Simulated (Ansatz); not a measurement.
Basis-set series for Cl4SW (`[S]=[W]([Cl])([Cl])([Cl])[Cl]`). Total charge 0; spin multiplicity 1. W: def2 effective core potential. The structure was optimised at the PBE0-D4/def2-TZVP level.

```csv
functional,basis,functions,energy (Eh),HOMO (eV),LUMO (eV)
PBE0-D4,def2-TZVPP,266,-2305.66552,-8.75,-4.60
PBE0-D4,def2-QZVPP,431,-2305.73271,-8.76,-4.61
ωB97M-V,def2-TZVPP,266,-2306.19587,-10.91,-2.60
ωB97M-V,def2-QZVPP,431,-2306.25981,-10.93,-2.63
```

Task: Give the rows for def2-SVP. (Estimate.)

Result: Ansatz gave: 
| functional | basis | functions | energy (Eh) | HOMO (eV) | LUMO (eV) |
| --- | --- | --- | --- | --- | --- |
| PBE0-D4 | def2-SVP | 122 | -2304.87243 | -8.79 | -4.70 |
| ωB97M-V | def2-SVP | 122 | -2305.41169 | -10.91 | -2.65 |
